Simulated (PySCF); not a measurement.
B(F)(Cl)(NMe2) (C2H6BClFN), SMILES CN(B(F)Cl)C.

Geometry: B3LYP-D3(BJ)/def2-SVP. The values are those of a single conformer.

Vertical ionisation energy (IE) and electron affinity (EA) in eV. Rows of orbital energies are one-electron estimates. Where ΔSCF, EOM or ADC give a negative EA the extra electron is unbound and the value depends on the basis.

```json
[
 {"level": "−ε(HOMO), −ε(LUMO), ωB97X/def2-TZVP (PySCF)", "IE": "?", "EA": "?"},
 {"level": "−ε(HOMO), −ε(LUMO), PBE/def2-TZVP (PySCF)", "IE": "6.15", "EA": "0.11"}
]
```

Task: Complete the blanks. (The exact figures need the calculation; the answer reports its results.)

Result: 
- −ε(HOMO), −ε(LUMO), ωB97X/def2-TZVP (PySCF), IE: 9.84
- −ε(HOMO), −ε(LUMO), ωB97X/def2-TZVP (PySCF), EA: -2.74
